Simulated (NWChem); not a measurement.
## BF₂ (+1)

```xyz
3

F      0.0000     0.0000    -1.2292
B      0.0000     0.0000     0.0000
F      0.0000     0.0000     1.2292
```
Charge +1, spin multiplicity 1.

The numbers come from NWChem runs, not from measurements. Structure: optimised with B3LYP/def2-SVP, a minimum by its harmonic frequencies.

Symmetry labels belong to the abelian group D2h used in the runs, with the axes of the coordinates shown; states degenerate in a higher group split over its labels.

B3LYP has NWChem's definition, with VWN1-RPA local correlation. The spin multiplicity of the parent species was assumed, not shown to be that of its ground state. The structure started from a generated list of species.

Task: List the lowest 5 singlet excitations that TD-B3LYP/aug-cc-pVDZ, VWN1-RPA local correlation gives, with oscillator strengths.

Result: 
| state | symmetry | energy (eV) | wavelength (nm) | f |
|---|---|---|---|---|
| 1 | au | 11.68 | 106 | 0.000 |
| 2 | b3g | 11.75 | 106 | 0.000 |
| 3 | b2g | 11.75 | 106 | 0.000 |
| 4 | au | 11.85 | 105 | 0.000 |
| 5 | b1u | 11.85 | 105 | 0.000 |
